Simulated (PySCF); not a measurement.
Compound: C5H12Si.
Z-matrix (Å and degrees, PBE0-D3(BJ)/def2-SVP geometry), rows numbered from 1:
```
C 
C   1  1.5270
C   2  1.5233  1  111.43
C   2  1.5196  1  110.83  3   124.51
C   4  1.5364  2  118.76  1    72.63
Si  5  1.8638  4   65.80  2   115.53
H   1  1.1016  2  111.41  3    59.55
H   1  1.1027  2  110.62  3   -60.21
H   1  1.1002  2  111.33  3  -179.86
H   2  1.1066  1  107.61  3  -118.03
H   3  1.1010  2  111.45  1   -56.42
H   3  1.1027  2  110.71  1    63.27
H   3  1.1008  2  111.14  1  -177.23
H   4  1.0997  2  112.75  1   -64.08
H   5  1.0953  4  117.52  6   112.79
H   5  1.0967  4  115.86  6  -110.29
H   6  1.4855  4  118.60  5   103.68
H   6  1.4846  4  120.28  5  -104.66
```

Linear response at CAM-B3LYP/def2-SVPD (PySCF, frozen core in the response, non-relativistic).

Static isotropic polarisability: 88.93 au (13.18 Å³), principal values 75.9, 86.1, 104.8 au.

**Question.** What is the polarisability at 1064 nm and at the sodium D line?

**Answer.** 89.76 au at 1064 nm (+0.9 %), 91.73 au at 589.3 nm (+3.1 %). The rise at 589.3 nm is 3.38 times that at 1064 nm; a pure ω² law gives 3.26. The lowest singlet lies at 197 nm, shorter than both wavelengths.

**Question.** What is the isotropic C6 coefficient between two such molecules, C6 = (3/π)∫α(iω)² dω?

**Answer.** 3065 au (Eh·bohr⁶) by a ten-point quadrature over imaginary frequencies, which is 1830 eV·Å⁶ or 177 J·nm⁶/mol.

**Question.** Which effective excitation energy ω̄ makes London's formula C6 = (3/4)α²ω̄ exact here?

**Answer.** ω̄ = 4·C6/(3α²) = 0.517 Eh = 14.1 eV. A one-pole form α(ω) = α/(1 − ω²/ω̄²) fitted to the 1064 nm value gives 12.1 eV. London's choice of the ionisation energy (8.67 eV, ΔSCF at the same level) gives C6 = 1890 au, 38 % too low.

**Question.** What three-body coefficient follows from the one-pole estimate C9 = (3/4)·α·C6?

**Answer.** 204000 au. This is an estimate from the two numbers above, not a computed integral.

**Question.** What molar refraction at the D line follows from R = (4π/3)·N_A·α′, with α′ the polarisability volume?

**Answer.** α′ = 13.59 Å³ gives R = 34.29 cm³/mol, for isolated, non-vibrating species.

**Question.** How many electrons N does the Slater–Kirkwood formula C6 = (3/4)·√N·α^(3/2) need to give this C6?

**Answer.** N = (4·C6/3)²/α³ = 23.7; the species has 56 electrons in all.

One conformer stands for the species.
